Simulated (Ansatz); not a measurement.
Species: C$_{3}$H$_{13}$N$_{3}$Si (charge 0, singlet). 
Structure (B3LYP-D3(BJ)/def2-TZVP (Ansatz, a first-principles code) minimum search):
```xyz
20

C      2.8801     0.0349    -0.1058
N      1.5969    -0.4133    -0.6212
Si     0.0915    -0.2203     0.1893
N     -0.8119     1.2400     0.1114
C     -0.6203     2.3929     0.9744
N     -0.9094    -1.4151    -0.5249
C     -2.3419    -1.5762    -0.3357
H      2.8398     0.0678     0.9842
H      3.1637     1.0356    -0.4544
H      3.6823    -0.6565    -0.3794
H      1.5819    -0.5104    -1.6256
H      0.4524    -0.3181     1.6287
H     -1.2927     1.4570    -0.7489
H     -1.5748     2.8575     1.2388
H      0.0193     3.1652     0.5303
H     -0.1477     2.0727     1.9044
H     -0.4462    -2.2580    -0.8275
H     -2.8402    -1.8483    -1.2713
H     -2.7668    -0.6322     0.0040
H     -2.5900    -2.3388     0.4119
```

Basis-set convergence of Hartree-Fock and CCSD correlation energies (hartree) with Ansatz. Cores are frozen in the correlated levels unless marked. Spin-orbit coupling is left out. Non-relativistic.

| basis | functions | E(HF) | E(corr, CCSD) |
|---|---|---|---|
| cc-pV(D+d)Z | 172 | -573.53887 | -1.12595 |
| cc-pV(T+d)Z | 401 | ? | ? |

Task: Some entries are withheld; supply them.

Result: 
- cc-pV(T+d)Z, E(HF): -573.64938
- cc-pV(T+d)Z, E(corr, CCSD): -1.35757
